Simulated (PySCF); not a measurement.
Compound: C4H9Si2 (doublet state).
Numbering: `[CH:1]#[C:2][SiH2:3][CH2:4][CH2:5][SiH2:6]` (hydrogens: H7 on C1; H8, H9 on Si3; H10, H11 on C4; H12, H13 on C5; H14, H15 on Si6)

Structure used (GFN2-xTB), in Å, numbered top down from 1:
```
atom  x, y, z in Å
C1     1.6919    2.8691   -0.2277
C2     1.7443    1.6682   -0.1965
Si3    1.7855   -0.1808   -0.1193
C4     0.0335   -0.8047   -0.5347
C5    -1.0256   -0.2522    0.4254
Si6   -2.7461   -0.9427    0.0282
H7     1.6534    3.9205   -0.2587
H8     2.1415   -0.5712    1.2517
H9     2.7679   -0.6827   -1.0873
H10   -0.2290   -0.5265   -1.5582
H11    0.0180   -1.8969   -0.5022
H12   -1.0241    0.8381    0.3638
H13   -0.7457   -0.5036    1.4508
H14   -3.2405   -0.5382   -1.2835
H15   -2.8294   -2.3883    0.2149
```

The hyperfine couplings belong to this conformer and change with its torsions.

Method: UKS B3LYP, pcH-1 on C H Si, non-relativistic, mean-field spin-orbit, GIAO in PySCF. Isolated species at its GFN2-xTB geometry (one conformer only). A GFN2-xTB geometry isn't a minimum of the functional, and hyperfine couplings can be far from their values at a DFT geometry, by a factor of two or more for some ions and for spin on atoms past the first row. The SCF solution wasn't tested for stability.

Computed for the main isotopes (class means, splittings of 0.05 mT or more): g = 2.0034; H14/H15 1H +24.1 MHz (0.86 mT); H8/H9 1H +2.1 MHz (0.08 mT); H10/H11 1H +1.8 MHz (0.06 mT); 27 first-order lines, 2.00 mT wide. Two of these splittings differ by less than 0.03 mT, so with lines wider than that fewer lines would be seen.

Q: What changes when 1H at H10/H11 is replaced by 2H at both sites?

A: The spin density stays the same (vibrational effects aside), so a scales with the nuclear g factor: 0.85744/5.58569 = 0.1535, so a goes from +1.8 to +0.3 MHz (0.010 mT). The spin goes from 1/2 to 1, so the 1:2:1 triplet becomes a 1:2:3:2:1 quintet. The spectrum then has 45 first-order lines over 1.91 mT, counting the new splitting although it is under 0.05 mT.

Q: Where do the 29Si satellites of Si6 appear, and how strong are they?

A: a = -397.6 MHz, or 14.18 mT in magnitude, and I = 1/2, so to first order each main line has two satellites, at ±7.09 mT. The isotope's abundance is about 4.7 %, shared among 2 lines, so each has 2.5 % of the main line's intensity. At 340 mT second-order shifts move them to lower field by up to 0.15 mT.

Q: Give position and intensity of the satellites from 13C at C4.

A: a = +39.4 MHz, or 1.41 mT in magnitude, and I = 1/2, so to first order each main line has two satellites, at ±0.70 mT. The isotope's abundance is about 1.07 %, shared among 2 lines, so each has 0.54 % of the main line's intensity.

Q: Where do the 29Si satellites of Si3 appear, and how strong are they?

A: a = -21.1 MHz, or 0.75 mT in magnitude, and I = 1/2, so to first order each main line has two satellites, at ±0.38 mT. The isotope's abundance is about 4.7 %, shared among 2 lines, so each has 2.5 % of the main line's intensity.

Means are taken over nuclei equivalent by connectivity, which assumes that they swap fast.

Time: 66 s wall (with the writing of density and orbital grids); peak memory 0.91 GiB. Hardware: one thread of an Arm Neoverse V2, shared host with 32 logical CPUs at a one-minute load of 27.
